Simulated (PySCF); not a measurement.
## Cost against result

Saddle point of Si$_{2}$H$_{7}$ClO, closed shell (Si₂H₆O ([OH][SiH2][SiH3]) + HCl → SiH₃Cl ([SiH3][Cl]) + SiH₄O ([OH][SiH3]); bonds formed: Si1–H6, Si2–Cl7; bonds broken: Si1–Si2, H6–Cl7), PBE0-D4/def2-TZVP structure:

Si1  (-1.160, 0.480, -0.329)
Si2  (0.772, -1.258, 0.102)
H3  (-1.457, 0.131, -1.733)
H4  (-2.027, -0.221, 0.641)
O5  (-0.972, 2.063, -0.063)
H6  (0.472, 0.315, 0.037)
Cl7  (1.958, 1.221, 0.765)
H8  (0.942, -1.547, 1.533)
H9  (-0.360, -2.088, -0.430)
H10  (1.919, -1.384, -0.811)
H11  (-0.087, 2.289, 0.288)
(Å)

Barriers are electronic and count from the start structure reached by relaxing down the imaginary mode.

Program: PySCF 2.14 with density fitting (its default auxiliary sets; JK sets also for MP2 and CCSD(T)). Basis: as named in each row. Cores are frozen in the correlated methods. B3LYP uses VWN-RPA correlation. Extrapolation: Hartree–Fock as exp(−7.88 √X), correlation as X^−2.97.

Times are rough, for one single point on 4 threads of a shared host (Intel Xeon).

The estimate by CCSD(T) at an estimated basis limit (MP2 extrapolated from triple and quadruple zeta, plus CCSD(T) − MP2 in triple zeta) is 135.7 kJ/mol.

```tsv
method	basis	time (s)	barrier (kJ/mol)	method less estimate
HF	STO-3G	2	314.2	178.5
B3LYP-D4	6-31G	9	168.3	32.6
PBE0-D4	def2-SVP	12	143.5	7.9
PBE-D4	def2-SVP	14	128.5	-7.2
MP2	def2-QZVPP	16	129.5	-6.1
SPW92	def2-TZVPP	21	94.3	-41.4
PBE0-D4	def2-TZVPP	28	128.4	-7.2
B3LYP-D4	def2-TZVPP	29	130.7	-5.0
BHLYP-D4	def2-TZVPP	29	143.6	7.9
PBE-D4	def2-TZVPP	33	115.3	-20.4
r2SCAN-D4	def2-TZVPP	57	117.6	-18.1
CCSD(T)	def2-SVP	170	183.6	48.0
wB97M-V	def2-TZVPP	670	133.0	-2.7
CCSD(T)	def2-TZVPP	1400	147.9	12.3
```

All methods are single points on the PBE0-D4 structures.

No T1 diagnostic of these runs exceeds 0.015.

Labels in which every atom is bracketed show which atoms are joined, not bond orders.
